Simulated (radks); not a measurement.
The numbers below are computed, except where a source is named.
All-electron atom: Pm in [Xe] 4f5 6s2. Level of theory: Dirac Kohn-Sham, BLYP, spin-unpolarised, spherical densities, point nucleus; open shells fill j = l - 1/2 first (a radial shooting solver on a logarithmic mesh with Libxc functionals).

Radial electron density D(r) = 4 pi r^2 rho(r):

| r (bohr) | D(r) (e/bohr) |
|---|---|
| 0.001307 | 5.347 |
| 0.001785 | 8.817 |
| 0.002439 | 14.23 |
| 0.003305 | 22.06 |
| 0.004516 | 33.27 |
| 0.006169 | 47.56 |
| 0.008428 | 63.29 |
| 0.01142 | 76.35 |
| 0.0156 | 82.51 |
| 0.02132 | 79.18 |
| 0.02912 | 72.91 |
| 0.03979 | 77.54 |
| 0.05392 | 95.74 |
| 0.07367 | 106.3 |
| 0.1006 | 90.65 |
| 0.1375 | 79.43 |
| 0.1863 | 91.93 |
| 0.2546 | 77.92 |
| 0.3478 | 40.98 |
| 0.4751 | 40.03 |
| 0.6439 | 39.40 |
| 0.8797 | 20.56 |
| 1.202 | 11.20 |
| 1.642 | 7.191 |
| 2.225 | 3.023 |
| 3.04 | 1.082 |
| 4.153 | 0.6179 |
| 5.673 | 0.2799 |
| 7.689 | 0.06344 |
| 10.5 | 0.005446 |
| 14.35 | 0.0001466 |

D(r) has 4 maxima, at r = 0.0162, 0.0713, 0.200, 0.553 bohr, and minima at 0.0313, 0.132, 0.402 bohr, inside which lie 2.02, 11.21, 29.21 electrons.
